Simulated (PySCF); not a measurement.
Excitation energy of Mg by level of theory

Mg [Ne] 3s2 (1S) → Mg [Ne] 3s1 4s1 (3S), as a difference of total energies. Computed with PySCF 2.14 in aug-cc-pCVTZ, with no relativity, point nucleus. Correlated levels: nothing frozen. The calculations carry no spin-orbit coupling.

```csv
method,excitation energy (eV)
UHF,4.209
MP2 (all electrons),4.901
SCS-MP2 (all electrons),5.045
CCSD (all electrons),5.045
CCSD(T) (all electrons),5.075
```

Problem. How much does correlation contribute at CCSD(T) (all electrons)?

Solution. 5.075 − (4.209) = 0.866 eV, measured against UHF.

Errors of the correlated levels include the incompleteness of this basis.

For comparison: 5.108 eV (measured; NIST levels).
